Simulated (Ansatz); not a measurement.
Total energies of GaH4NS2, SMILES `[NH2][Ga]([SH])[SH]`.

Z-matrix (Å, degrees):
```
N
Ga 1 1.807
H 1 1.005 2 122.8
H 1 1.005 2 122.8 3 161.9
S 2 2.200 1 118.3 3 10.0
S 2 2.200 1 118.3 3 -171.9
H 5 1.342 2 94.2 1 178.4
H 6 1.342 2 94.2 1 -178.5
```

Total charge 0; spin multiplicity 1. Correlated methods include outer-core shells of Ga, which these sets cover unevenly. Scalar relativity is left out up to krypton. The structure was optimised at the PBE0-D4/def2-TZVP level. It is one conformer, not always the lowest. Basis def2-TZVPP, Ansatz 0.2.0.

RPA on PBE orbitals: Hartree–Fock energy of these orbitals -2775.18225 Eh, correlation -1.28430 Eh (frozen core).

```json
{"functional": "LDA (SPW92)", "energy without D4 (Eh)": "-2772.31695", "D4 term (kJ/mol)": "–"}
{"functional": "PBE", "energy without D4 (Eh)": "-2777.84746", "D4 term (kJ/mol)": "-20.6"}
{"functional": "revPBE", "energy without D4 (Eh)": "-2778.24585", "D4 term (kJ/mol)": "-50.5"}
{"functional": "BLYP", "energy without D4 (Eh)": "-2778.59208", "D4 term (kJ/mol)": "-43.4"}
{"functional": "r2SCAN", "energy without D4 (Eh)": "-2778.45821", "D4 term (kJ/mol)": "-4.9"}
{"functional": "B97M-V", "energy without D4 (Eh)": "-2777.96896", "D4 term (kJ/mol)": "–"}
{"functional": "PBE0", "energy without D4 (Eh)": "-2777.95691", "D4 term (kJ/mol)": "-17.8"}
{"functional": "B3LYP", "energy without D4 (Eh)": "-2778.63764", "D4 term (kJ/mol)": "-33.7"}
{"functional": "r2SCANh", "energy without D4 (Eh)": "-2778.44064", "D4 term (kJ/mol)": "-5.3"}
{"functional": "r2SCAN0", "energy without D4 (Eh)": "-2778.41584", "D4 term (kJ/mol)": "-6.0"}
{"functional": "HSE06 (plane-wave form)", "energy without D4 (Eh)": "-2777.93881", "D4 term (kJ/mol)": "-16.9"}
{"functional": "BHLYP", "energy without D4 (Eh)": "-2778.48734", "D4 term (kJ/mol)": "-30.2"}
{"functional": "CAM-B3LYP", "energy without D4 (Eh)": "-2778.66513", "D4 term (kJ/mol)": "-18.6"}
{"functional": "LC-ωPBE", "energy without D4 (Eh)": "-2778.04084", "D4 term (kJ/mol)": "–"}
{"functional": "ωB97X-V", "energy without D4 (Eh)": "-2778.23550", "D4 term (kJ/mol)": "–"}
{"functional": "ωB97M-V", "energy without D4 (Eh)": "-2778.37918", "D4 term (kJ/mol)": "–"}
{"functional": "B2PLYP", "energy without D4 (Eh)": "-2777.88991", "D4 term (kJ/mol)": "–"}
{"functional": "PBE-QIDH", "energy without D4 (Eh)": "-2777.44475", "D4 term (kJ/mol)": "–"}
```

B3LYP takes the VWN-RPA correlation (the form of Gaussian; ORCA's B3LYP/G). HSE06 is the plane-wave form, built on full-range PBE exchange. The double hybrids freeze the cores in their second-order part.

LC-ωPBE has ω = 0.4 bohr⁻¹.
